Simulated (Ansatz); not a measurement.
Molecule: 2-ethenylselanylpropane, C₅H₁₀Se, net charge 0, singlet state. SMILES: C=C[Se]C(C)C
Coordinates optimised at B3LYP-D3(BJ)/def2-TZVP (Ansatz, an electronic-structure program):
```
C
H 1 1.0913
C 1 1.5199 2 110.18
H 3 1.0899 1 111.76 2 58.38
H 3 1.0914 4 107.94 1 -121.97
H 3 1.0946 4 108.08 5 -116.86
C 1 1.5218 2 109.61 3 -124.58
H 7 1.0903 1 111.72 2 -55.03
H 7 1.0923 8 108.30 1 122.59
H 7 1.0928 8 108.21 9 116.35
Se 1 1.9912 2 104.77 7 -115.40
C 11 1.9054 1 97.45 2 -52.85
C 12 1.3271 11 124.41 1 -150.75
H 13 1.0828 12 122.26 11 4.37
H 13 1.0831 14 117.10 12 179.33
H 12 1.0848 13 121.14 14 -179.52
```
Charge 0, spin multiplicity 1.

Wanted: atomisation energy (electronic, to ground-state atoms), in eV. Correlated levels leave the core frozen unless marked. UHF or UKS for open shells. Spin-orbit coupling is left out. Frozen are the shells of the preceding noble gas and the d and f shells that filled before the atom's block. No relativistic terms. The coupled-cluster limit lacks core correlation, which all-electron functionals hold. Basis-set limits of correlation are two-point, X^-3; Hartree-Fock from the larger set.

```
level                                       program  atomisation energy (eV)
-----------------------------------  --------------  -----------------------
HF/STO-3G                                    Ansatz                    59.62
HF/6-31G                                     Ansatz                    45.91
HF/6-31G*                                    Ansatz                    47.78
HF/aug-cc-pVDZ                               Ansatz                    47.24
SVWN5/def2-TZVPD                             Ansatz                    73.57
PBE/def2-TZVPD                               Ansatz                    65.60
BLYP-D3(BJ)/def2-TZVPD               Ansatz + dftd3                    64.41
BLYP/def2-TZVPD                              Ansatz                    63.56
BHLYP-D3(BJ)/def2-TZVPD              Ansatz + dftd3                    63.05
CAM-B3LYP-D4/def2-TZVPD              Ansatz + dftd4                    64.68
wB97X-V/def2-TZVPD                           Ansatz                    64.54
B2PLYP-D3(BJ)/def2-TZVPD             Ansatz + dftd3                    64.00
PBE-QIDH/def2-TZVPD                          Ansatz                    64.19
RPA@PBE/cc-pVTZ                              Ansatz                    60.36
RI-MP2/CBS(aug-cc-pVTZ,aug-cc-pVQZ)          Ansatz                    65.24
SCS-MP2/STO-3G                               Ansatz                    66.91
SCS-MP2/6-31G*                               Ansatz                    59.04
SCS-MP2/cc-pVDZ                              Ansatz                    60.18
CCSD(T)/6-31G                                Ansatz                    56.38
CCSD(T)/cc-pVDZ                              Ansatz                    59.95
CCSD(T)/CBS(cc-pVTZ,cc-pVQZ)                 Ansatz                    64.46
```
